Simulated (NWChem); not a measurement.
A series in which one site is exchanged, each optimised at PBE0/def2-SVP with NWChem, gas phase unless a solvent is named. All stand in one matching conformer (torsions within 35°), which need not be the lowest. Some are not confirmed as minima by frequencies. def2 effective core potentials on Cd, Te, I; no spin-orbit coupling.

A: O[Te]I (HTeOI; site = Te)
B: [OH][Zn][I] (ZnHOI; site = Zn)
C: O[Se]I (HSeOI; site = Se)
D: [OH][Cd][I] (CdHOI; site = Cd)

Values for A:

- dipole (D), PBE0/def2-SVP: 1.86
- vertical ionisation energy, ΔSCF, B3LYP/def2-SVP (eV): 8.34
- static polarisability, B3LYP/def2-SVPD (bohr³): 84.6
- lowest singlet excitation, B3LYP/def2-SVPD, TDA (eV): 2.16

Question: How do these values change for the other members?

Answer: 
| change from A | B | C | D |
|---|---|---|---|
| dipole (D), PBE0/def2-SVP | -0.25 | -0.28 | -0.28 |
| vertical ionisation energy, ΔSCF, B3LYP/def2-SVP (eV) | +1.37 | +0.38 | +1.24 |
| static polarisability, B3LYP/def2-SVPD (bohr³) | -20.4 | -12.6 | -11.8 |
| lowest singlet excitation, B3LYP/def2-SVPD, TDA (eV) | +2.51 | +0.22 | +1.99 |
